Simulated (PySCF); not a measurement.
AlFH₂OS. Atoms are numbered in the order given.

```xyz
6

Al    -0.0337    -0.4409     0.0000
F     -1.4757    -1.2622     0.0000
O      1.4479    -1.2500     0.0000
H      1.5835    -2.1986     0.0000
S     -0.0470     1.7206     0.0000
H      1.3053     1.7605     0.0000
```
Charge 0, spin multiplicity 1.

Geometry: PBE0-D3(BJ)/def2-SVP. The values are those of a single conformer.

All values below come from ωB97X/def2-TZVPD run with PySCF.

The molecule is in vacuum.

Computed frontier levels, gap, dipole moment and polarisability:
```
Property                                                                                                       Result
---------------------------------------------------------------------------------------------  ----------------------
highest occupied level                                                                                      -10.40 eV
lowest empty level                                                                                            0.58 eV
orbital gap                                                                                                  10.97 eV
dipole moment                                                                                                  1.73 D
quadrupole, principal values (traceless, Buckingham form, about the centre of nuclear charge)   -5.80, 2.07, 3.73 D·Å
mean static polarisability                                                                       47.9 bohr³ (7.10 Å³)
polarisability, principal values                                                               42.5, 45.6, 55.6 bohr³
```
